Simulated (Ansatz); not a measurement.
A trace of molecular dynamics of CH6BClO (10 atoms, charge 0, multiplicity 1).

Method: Ansatz 0.2.0, RKS PBE-D4/6-31G*.

- ensemble: NVE (velocity Verlet)
- starting velocities drawn for: 100 K
- seed: 5608

```tsv
time (fs)	T (K)	potential energy less start (eV)	conserved less start (meV/atom)
0	100	0.000	0.00
4	74	0.027	0.02
8	51	0.051	0.04
12	73	0.028	0.02
16	134	-0.035	0.02
20	210	-0.113	0.02
24	339	-0.248	-0.04
28	395	-0.305	0.01
32	421	-0.331	0.07
36	407	-0.317	0.06
40	441	-0.353	-0.06
44	428	-0.340	-0.08
48	378	-0.288	-0.08
52	345	-0.254	-0.07
56	357	-0.265	0.03
60	442	-0.353	0.06
64	436	-0.347	0.05
68	384	-0.293	-0.02
72	355	-0.264	-0.05
76	338	-0.247	-0.09
80	268	-0.174	-0.07
84	195	-0.098	0.04
88	298	-0.204	0.04
92	428	-0.340	0.01
96	413	-0.324	-0.03
100	263	-0.168	-0.01
```

**Question.** Can this run be trusted? Judge the integration.

**Answer.** The conserved energy stayed within 0.12 meV per atom of its start (net change -0.013 meV per atom), so the integration is sound. The kinetic energy rose, since the run started high on the potential surface and went downhill. A run of 0.1 ps of so small a system gives no equilibrium averages. The orbitals stay closed-shell, which can raise the energy where a bond breaks towards radicals; this wasn't checked here. The time step was 0.5 fs.

Run time: 8 min on 1 thread of Arm Neoverse V1 (shared host), peak memory 0.12 GiB.
